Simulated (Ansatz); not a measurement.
Geometry optimisation, Ansatz 0.2.0, RKS PBE-D4/def2-SVP.

input.yaml

```yaml
crystal:
  periodic: [false, false, false]
  atoms:
    - { symbol: Hf, position_ang: [0.339771, -0.022692, -0.088112] }
    - { symbol: F, position_ang: [0.421533, -0.005456, 1.85789] }
    - { symbol: Cl, position_ang: [2.544416, 0.027644, -0.86532] }
    - { symbol: Cl, position_ang: [-0.69973, 1.885724, -0.966855] }
    - { symbol: Cl, position_ang: [-0.627734, -1.991639, -0.90688] }
    - { symbol: Si, position_ang: [-3.154724, 0.023007, 1.415965] }
    - { symbol: H, position_ang: [-3.588544, -0.863895, 0.29081] }
    - { symbol: H, position_ang: [-3.638002, -0.51616, 2.727403] }
    - { symbol: H, position_ang: [-3.654175, 1.419705, 1.200983] }
    - { symbol: H, position_ang: [-1.672211, 0.043762, 1.448015] }
basis:
  gaussian: { orbitals: def2-SVP }
hamiltonian:
  xc: pbe
  dispersion: d4
relax:
  f_tol: 0.03
  max_steps: 50
```

Command:

```bash
$ ansatz run input.yaml --threads 4 --pin off --max-ram 5120MiB --backend cpu --events-out ev --progress --plain --runs-dir out
```

Task: Where does it end, and by what steps?

Result: The run converged. After 11 steps the energy has fallen by 0.127 eV; H7 moved furthest, 0.62 Å.

| step | energy less start (eV) | largest force component (eV/Å) | accepted |
| --- | --- | --- | --- |
| 0 | 0.0000 | 1.036 | yes |
| 1 | -0.0824 | 0.307 | yes |
| 2 | -0.0976 | 0.046 | yes |
| 3 | -0.1033 | 0.073 | yes |
| 4 | -0.1061 | 0.044 | yes |
| 5 | -0.1131 | 0.155 | yes |
| 6 | -0.1164 | 0.182 | yes |
| 7 | -0.1208 | 0.171 | yes |
| 8 | -0.1249 | 0.097 | yes |
| 9 | -0.1268 | 0.045 | yes |
| 10 | -0.1272 | 0.030 | yes |
| 11 | -0.1273 | 0.013 | yes |

```xyz
10
Properties=species:S:1:pos:R:3
Hf 0.320 -0.050 0.017
F 0.785 0.263 1.840
Cl 2.383 0.034 -1.083
Cl -0.944 1.686 -0.963
Cl -0.493 -2.221 -0.400
Si -3.186 0.064 1.331
H -3.602 -0.345 -0.047
H -3.801 -0.831 2.365
H -3.504 1.504 1.597
H -1.686 -0.105 1.458
```

Whether the end is a true minimum wasn't checked by a vibrational analysis.

Run time: 15 s on 4 threads of Intel(R) Xeon(R) 6975P-C (Granite Rapids), on a shared host, peak memory 0.23 GiB.
